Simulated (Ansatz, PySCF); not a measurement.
Gas-phase reaction in SMILES: CN(C)B(Br)Br [N-dibromoboranyl-N-methylmethanamine] + 2 B (BH3) + 2 N (NH3) -> 2 BBr (BH2Br) [bromoborane] + BN (BNH4) + 2 CN (CH5N)
Structures are relaxed separately at B3LYP-D3(BJ)/def2-TZVP in Ansatz (a quantum-chemistry and plane-wave program), one conformer each, not searched for the lowest. Frequencies are from Ansatz or PySCF.

Quantity: bond separation energy (enthalpy at 298 K, with B3LYP-D3(BJ) rigid-rotor harmonic-oscillator terms), in kcal/mol. Valence correlation only, unless marked. No spin-orbit coupling. Frozen are the shells of the preceding noble gas and the d and f shells that filled before the atom's block. Non-relativistic. CBS marks a two-point X^-3 extrapolation of the correlation energy; Hartree-Fock from the larger set. [CCSD(T)-MP2]/basis is that difference in the basis named.

```json
[
 {"level": "BLYP-D3(BJ)/def2-TZVPD", "program": "Ansatz + dftd3", "bond separation energy (kcal/mol)": "-1.9"},
 {"level": "BLYP-D4/def2-TZVPD", "program": "Ansatz + dftd4", "bond separation energy (kcal/mol)": "-1.2"},
 {"level": "B3LYP/def2-TZVPD", "program": "Ansatz", "bond separation energy (kcal/mol)": "(withheld)"},
 {"level": "PBE0/STO-3G", "program": "Ansatz", "bond separation energy (kcal/mol)": "-13.8"},
 {"level": "BHLYP-D3(BJ)/def2-TZVPD", "program": "Ansatz + dftd3", "bond separation energy (kcal/mol)": "-0.7"},
 {"level": "BHLYP-D4/def2-TZVPD", "program": "Ansatz + dftd4", "bond separation energy (kcal/mol)": "-0.2"},
 {"level": "BHLYP/def2-TZVPD", "program": "Ansatz", "bond separation energy (kcal/mol)": "-5.0"},
 {"level": "r2SCAN0/def2-TZVPD", "program": "Ansatz", "bond separation energy (kcal/mol)": "(withheld)"},
 {"level": "CCSD/STO-3G", "program": "Ansatz", "bond separation energy (kcal/mol)": "-8.0"},
 {"level": "CCSD/6-31G", "program": "Ansatz", "bond separation energy (kcal/mol)": "-2.3"},
 {"level": "RI-MP2/CBS(aug-cc-pVTZ,aug-cc-pVQZ)+[CCSD(T)-MP2]/aug-cc-pVTZ", "program": "Ansatz", "bond separation energy (kcal/mol)": "1.0"}
]
```

### Question
Complete the blanks.

### Answer

- B3LYP/def2-TZVPD, bond separation energy (kcal/mol): -6.5
- r2SCAN0/def2-TZVPD, bond separation energy (kcal/mol): -2.2
